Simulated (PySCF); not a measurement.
C₅H₁₅BSi, SMILES CB(C)[Si](C)(C)C, singlet, GFN2-xTB optimised geometry.

```
22

B     -0.99     0.04     0.00
C     -1.81    -1.31    -0.02
H     -1.36    -2.10     0.58
H     -1.80    -1.69    -1.05
H     -2.85    -1.22     0.27
C     -1.79     1.39     0.00
H     -1.81     1.77     1.03
H     -2.83     1.31    -0.32
H     -1.31     2.18    -0.59
Si     0.99     0.04     0.00
C      1.74     1.48     1.02
C      1.68     0.23    -1.78
C      1.77    -1.57     0.70
H      2.83     1.47     0.98
H      1.41     2.44     0.64
H      1.45     1.42     2.06
H      1.33     1.15    -2.24
H      1.37    -0.59    -2.42
H      2.77     0.25    -1.79
H      1.47    -2.44     0.12
H      1.46    -1.75     1.73
H      2.85    -1.53     0.68
```

Density from PBE0/def2-SVP run with PySCF at that geometry.

Minimum of the electron density along straight lines between bonded atoms, close to the bond critical point (lines longer than 1.1 times the sum of covalent radii, or with two minima, are not listed):

```tsv
bond	length / Å	ρ at the minimum / e bohr⁻³	∇²ρ there / e bohr⁻⁵	position (fraction from the first atom)
B1–C2	1.575	0.179	-0.12	0.32
C2–H3	1.088	0.271	-0.96	0.62
C2–H4	1.092	0.263	-0.91	0.62
C2–H5	1.089	0.271	-0.97	0.62
B1–C6	1.576	0.178	-0.12	0.32
C6–H7	1.092	0.264	-0.91	0.62
C6–H8	1.089	0.272	-0.97	0.62
C6–H9	1.089	0.270	-0.96	0.62
B1–Si10	1.980	0.114	0.11	0.62
Si10–C11	1.920	0.106	0.30	0.38
Si10–C12	1.922	0.105	0.30	0.38
Si10–C13	1.919	0.106	0.30	0.38
C11–H14	1.086	0.271	-0.96	0.62
C11–H15	1.086	0.271	-0.96	0.62
C11–H16	1.086	0.271	-0.96	0.62
C12–H17	1.086	0.271	-0.96	0.62
C12–H18	1.086	0.271	-0.96	0.62
C12–H19	1.086	0.271	-0.97	0.62
C13–H20	1.086	0.271	-0.96	0.62
C13–H21	1.086	0.271	-0.96	0.62
C13–H22	1.086	0.271	-0.96	0.62
```
